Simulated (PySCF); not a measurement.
SMILES CB(C)C1=CC2(C=C1)CCC2, C10H15B

Molfile (atoms numbered from 1):
```
C10H15B
     RDKit          3D

 26 27  0  0  0  0  0  0  0  0999 V2000
    2.5482    1.4434   -0.9044 C   0  0  0  0  0  0  0  0  0  0  0  0
    2.1800    0.1185   -0.1372 B   0  0  0  0  0  0  0  0  0  0  0  0
    3.3326   -0.8656    0.2973 C   0  0  0  0  0  0  0  0  0  0  0  0
    0.7021   -0.2462    0.1930 C   0  0  0  0  0  0  0  0  0  0  0  0
   -0.3943    0.4929   -0.1326 C   0  0  0  0  0  0  0  0  0  0  0  0
   -1.6499   -0.1617    0.3477 C   0  0  0  0  0  0  0  0  0  0  0  0
   -1.1391   -1.4023    1.0048 C   0  0  0  0  0  0  0  0  0  0  0  0
    0.2039   -1.4411    0.9120 C   0  0  0  0  0  0  0  0  0  0  0  0
   -2.7690   -0.2425   -0.7401 C   0  0  0  0  0  0  0  0  0  0  0  0
   -3.3665    1.0632   -0.1939 C   0  0  0  0  0  0  0  0  0  0  0  0
   -2.6065    0.8060    1.1162 C   0  0  0  0  0  0  0  0  0  0  0  0
    3.2852    1.2442   -1.7010 H   0  0  0  0  0  0  0  0  0  0  0  0
    3.0714    2.1074   -0.1906 H   0  0  0  0  0  0  0  0  0  0  0  0
    1.7076    2.0075   -1.3325 H   0  0  0  0  0  0  0  0  0  0  0  0
    3.2884   -1.7404   -0.3800 H   0  0  0  0  0  0  0  0  0  0  0  0
    4.3465   -0.4457    0.2204 H   0  0  0  0  0  0  0  0  0  0  0  0
    3.1875   -1.2730    1.3111 H   0  0  0  0  0  0  0  0  0  0  0  0
   -0.3876    1.4422   -0.6733 H   0  0  0  0  0  0  0  0  0  0  0  0
   -1.7883   -2.1416    1.4781 H   0  0  0  0  0  0  0  0  0  0  0  0
    0.8478   -2.2315    1.3033 H   0  0  0  0  0  0  0  0  0  0  0  0
   -2.4417   -0.2833   -1.7890 H   0  0  0  0  0  0  0  0  0  0  0  0
   -3.4230   -1.1039   -0.5391 H   0  0  0  0  0  0  0  0  0  0  0  0
   -2.9756    1.9437   -0.7259 H   0  0  0  0  0  0  0  0  0  0  0  0
   -4.4619    1.1486   -0.1460 H   0  0  0  0  0  0  0  0  0  0  0  0
   -3.2157    0.2358    1.8331 H   0  0  0  0  0  0  0  0  0  0  0  0
   -2.1422    1.6533    1.6411 H   0  0  0  0  0  0  0  0  0  0  0  0
  1  2  1  0
  2  3  1  0
  2  4  1  0
  4  5  2  0
  5  6  1  0
  6  7  1  0
  7  8  2  0
  6  9  1  0
  9 10  1  0
 10 11  1  0
  8  4  1  0
 11  6  1  0
  1 12  1  0
  1 13  1  0
  1 14  1  0
  3 15  1  0
  3 16  1  0
  3 17  1  0
  5 18  1  0
  7 19  1  0
  8 20  1  0
  9 21  1  0
  9 22  1  0
 10 23  1  0
 10 24  1  0
 11 25  1  0
 11 26  1  0
M  END
```

Method: TDDFT CAM-B3LYP/def2-SVP circular dichroism and optical rotation, one conformer, gas phase in PySCF. Geometry: PBE0-D3(BJ)/def2-SVP.

States above about 7.5 eV (minus the energy of the highest occupied orbital) lie near or above the ionisation threshold and depend on the basis. No stereocentre is labelled: unless the shape is locked (an allene, a helicene, a hindered biaryl), the mirror image is equally populated and a measured rotation or CD is zero.

(1) Draw the ECD and absorption spectra from the lowest 12 states, each a Gaussian of half-width 0.2 eV at 1/e height.

Answers

(1) 
```
E (eV)  λ (nm)  Δε (L mol⁻¹ cm⁻¹)  ε (L mol⁻¹ cm⁻¹)
  3.96     313               0.00              4.67
  4.06     306               0.00              44.3
  4.16     298              -0.01               255
  4.26     291              -0.03               890
  4.36     285              -0.06              1880
  4.46     278              -0.08              2420
  4.56     272              -0.06              1880
  4.66     266              -0.03               890
  4.76     261              -0.01               255
  4.86     255               0.00              44.3
  4.96     250               0.00              4.67
  5.06     245               0.00             0.302
  5.16     240               0.00            0.0744
  5.26     236               0.00             0.799
  5.36     232               0.00              6.32
  5.46     227              +0.02              32.9
  5.56     223              +0.25               128
  5.66     219              +1.55               431
  5.76     215              +5.32              1220
  5.86     212             +10.80              2600
  5.96     208             +13.11              4540
  6.06     205              +9.02              9870
  6.16     201              +1.68             24900
  6.26     198              -4.23             46600
  6.36     195              -6.25             55000
  6.46     192              -4.55             39500
  6.56     189              -1.77             17300
  6.66     186              -0.12              4680
  6.76     184              -0.14               879
  6.86     181              -2.11               197
  6.96     178              -5.52               101
  7.06     176              -7.70              85.9
  7.16     173              -6.23              86.3
  7.26     171              -2.50               165
  7.36     169              +0.84               473
  7.46     166              +2.76              1040
  7.56     164              +3.22              1520
  7.66     162              +2.94              1420
```
Δε uses R in velocity form, ε uses f in length form. Only the states computed contribute, so the short-wavelength end is incomplete.

The sign of the CD bands at 278, 217 nm isn't settled: the length form gives the opposite one.
